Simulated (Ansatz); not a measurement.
A further run on Se₂S⁺ (the lowest doublet isomer of a short search).

```yaml
crystal:
  periodic: [false, false, false]
  atoms:
    - {symbol: S, position_ang: [-0.288950, -1.113738, -0.539971]}
    - {symbol: Se, position_ang: [-0.905027, 0.876374, -0.013706]}
    - {symbol: Se, position_ang: [1.193977, 0.237363, 0.553677]}
basis:
  gaussian: {orbitals: cc-pVTZ}
total_charge: 1
magnetization: {spin_polarized: true, initial_magnetization: 1}
hamiltonian: {xc: {name: wB97X}}
scf: {omitted_lower_state_checks: [starts]}
```

```sh
$ ansatz run in.yaml --threads 4 --pin off --events-out ev --progress --plain --max-ram 3916MiB
```

Shortened log:

```
Functional definition: wB97X
767 factors; integrals over basis functions are off by at most 6.6e-4 eV
145 factors; integrals over basis functions are off by at most 5.7e-5 eV
mean field evaluation 1: about -141529.2757 eV, gradient 1.3e1 eV
mean field evaluation 2: about -141529.3604 eV, gradient 1.4e1 eV
mean field evaluation 4: about -141530.3329 eV, gradient 8.5e-1 eV
mean field evaluation 8: about -141530.3839 eV, gradient 1.9e-1 eV
mean field evaluation 16: about -141530.3993 eV, gradient 4.5e-2 eV
mean field evaluation 32: about -141530.3996 eV, gradient 5.1e-5 eV
mean field -141530.39958018 eV, -5201.1462518214 hartree, gradient 1.3e-5 eV, S^2 0.755939; 0 other end points of the search recorded, 0 dependent functions left out
reference -141530.39955612 eV, -5201.1462509368 hartree; 42, 41 occupied and 78, 79 virtual orbitals, 767 factors
Total energy: -141530.39955612 eV, -5201.1462509368 hartree
Checks for a lower state left out: starts
```

Hardware: 4 threads of Arm Neoverse V1 on a shared host. Wall time 12 s.
